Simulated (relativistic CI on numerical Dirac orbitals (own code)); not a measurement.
**Cu²⁺: q coefficients and field-shift factors**

Method of calculation: Dirac-Coulomb-Breit CI, KLI orbitals optimised for each configuration, valence Slater integrals scaled by 0.85, P86 correlation energy added to each configuration, derivatives by finite differences, QED left out (own radial code, finite nucleus).

Configuration list (outside the closed core [Ar]): 3d9, 3d8.4s, 3d8.4p, 3d7.4s2, 3d8.4d, 3d7.4s.4p, 3d8.4f, 3d7.4p2. Levels of other configurations are missing.

With x = (α/α₀)² − 1 an excitation energy changes as ω = ω₀ + qx; K = 2q/ω₀ is the relative enhancement. Terms are leading LS components, so labels can repeat. The field-shift factor is F = δν/δ⟨r²⟩ for the transition from the lowest level.

Lowest level 3d9 2D_5/2.

```tsv
Level	ω₀ (cm⁻¹)	q (cm⁻¹)	K	F (GHz/fm²)
3d9 2D_3/2	1976.3	1940	1.96	0.0115
3d8.4s 4F_9/2	55225.9	-6002	-0.217	2.48
3d8.4s 4F_7/2	56460.5	-4890	-0.173	2.48
3d8.4s 4F_5/2	57501.3	-3830	-0.133	2.49
3d8.4s 4F_3/2	58222.2	-3154	-0.108	2.49
3d8.4s 2F_7/2	61816.6	-5012	-0.162	2.31
3d8.4s 2F_5/2	63720.0	-3322	-0.104	2.32
3d8.4s 2D_5/2	73136.0	-5820	-0.159	2.48
3d8.4s 2D_3/2	73758.7	-5038	-0.137	2.46
3d8.4s 4P_3/2	75643.7	-4076	-0.108	2.52
3d8.4s 4P_5/2	75686.8	-3629	-0.0959	2.5
3d8.4s 4P_1/2	75845.3	-4084	-0.108	2.53
3d8.4s 2P_3/2	81160.5	-4307	-0.106	2.35
3d8.4s 2P_1/2	81861.1	-3848	-0.094	2.35
3d8.4s 2G_9/2	82599.7	-4689	-0.114	2.48
3d8.4s 2G_7/2	82631.2	-4651	-0.113	2.48
3d8.4p 4D°_7/2	111885.6	-4118	-0.0736	0.716
3d8.4p 4D°_5/2	113521.1	-2515	-0.0443	0.722
3d8.4p 4G°_9/2	114271.5	-4126	-0.0722	0.71
3d8.4p 4G°_11/2	114439.6	-3225	-0.0564	0.703
3d8.4p 4D°_3/2	114754.6	-1241	-0.0216	0.727
3d8.4p 4G°_7/2	115342.2	-2744	-0.0476	0.716
3d8.4p 4D°_1/2	115500.5	-482.8	-0.00836	0.73
```

Correlation outside the listed configurations is missing or only estimated: errors of thousands of cm⁻¹ between configurations and terms are usual at this charge. Rates and lifetimes follow the computed energies and can be off by large factors. The fine structure of a lone outer electron comes out too small, for d and f at times inverted, and misplaced configurations move strength between like terms.
